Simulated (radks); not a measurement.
Results of a calculation; reference values are marked as such.
Problem. The selenium anion Se2-, [Kr], held by a Watson sphere: a shell of charge +1.31 at radius R that stands for the Madelung well of a crystal (potential energy -1.31/R inside, -1.31/r outside, in hartree with lengths in bohr). Code: a radial shooting solver on a logarithmic mesh with Libxc functionals. Model: scalar-relativistic Kohn-Sham, PBE, spin-polarised, spherical densities, finite nucleus; Fermi nuclear charge, rms radius of each element as measured or else 0.836 A^(1/3) + 0.57 fm.

| R (bohr) | e(3d) (eV) | e(4s) (eV) | e(4p) (eV) | <r> 4p (bohr) | sum of <r^2> (bohr^2) | X-ray form factor at sin(theta)/lambda = 0.3 1/angstrom |
|---|---|---|---|---|---|---|
| 2.99 | -45.966 | -11.413 | -1.621 | 2.602 | 66.07 | 23.180 |
| 3.67 | -45.838 | -10.854 | -1.126 | 2.734 | 72.29 | 23.208 |
| 3.73 | -45.824 | -10.812 | -1.084 | 2.745 | 72.84 | 23.210 |
| 3.8 | -45.807 | -10.765 | -1.037 | 2.758 | 73.47 | 23.212 |
| 4.63 | -45.591 | -10.308 | -0.533 | 2.894 | 81.13 | 23.227 |

Estimate the row for R = 4.1 bohr.

Solution. e(3d) (eV) -45.731; e(4s) (eV) -10.580; e(4p) (eV) -0.841; <r> 4p (bohr) 2.809; sum of <r^2> (bohr^2) 76.21; X-ray form factor at sin(theta)/lambda = 0.3 1/angstrom 23.219.
